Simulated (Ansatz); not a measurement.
The same ligand exchange along the group Si, Ge, Sn.

Computed with Ansatz on PBE0-D4/def2-TZVP structures; ΔE is electronic, products minus reactants. CCSD(T)/CBS is the MP2 limit (def2-TZVPP, def2-QZVPP) plus CCSD(T) − MP2 in def2-TZVPP, frozen cores. Small cases extrapolate CCSD(T) itself. Elements past krypton have def2 core potentials. For Ge, Sn outer-core shells are correlated without core-valence functions, which leaves a few kJ/mol of doubt a bond. Scalar relativity is left out up to krypton. Each species was taken in one conformer, which may not be the lowest.

| reaction | CCSD/CBS(def2) (kJ/mol) |
| --- | --- |
| `S[Si]Cl` + NH₃ → `N[Si]S` + HCl | 25 |
| `[SH][Ge][Cl]` + NH₃ → `[NH2][Ge][SH]` + HCl | 51 |
| `[SH][Sn][Cl]` + NH₃ → `[NH2][Sn][SH]` + HCl | 94 |

Give the CCSD(T)/CBS values in the same order. (Estimate.)

The calculation gave: 27, 51, 93 kJ/mol.

Largest T1 diagnostic: 0.016, for `[NH2][Sn][SH]`.

Extrapolated directly: `S[Si]Cl` + NH₃ → `N[Si]S` + HCl.
